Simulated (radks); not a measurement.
Task: Valence configurations of neutral molybdenum (all share [Kr]). Method: Dirac Kohn-Sham, PBE, spin-unpolarised, spherical densities, point nucleus; open shells fill j = l - 1/2 first; computed with a radial shooting solver on a logarithmic mesh with Libxc functionals. Order these by energy: 4d5 5s1; 4d4 5s2; 4d4.5 5s1.5; 4d5.5 5p0.5; 4d6; 4d5 5p1; 4d5 5s0.5 5p0.5; 4d4 5s1 5p1; 4d5.5 5s0.5; 4d3 5s1 5p2.

Result: From the lowest, in eV above it: 4d4.5 5s1.5 0.000; 4d5 5s1 0.106; 4d4 5s2 0.166; 4d5.5 5s0.5 0.446; 4d6 0.983; 4d5 5s0.5 5p0.5 1.610; 4d5.5 5p0.5 1.863; 4d5 5p1 3.161; 4d4 5s1 5p1 3.599; 4d3 5s1 5p2 9.525. NIST lists [Kr] 4d5 5s1 as the ground configuration; this level of theory puts 4d4.5 5s1.5 lower, by 0.106 eV. The energies are those of spherical spin-averaged densities, not of single terms.
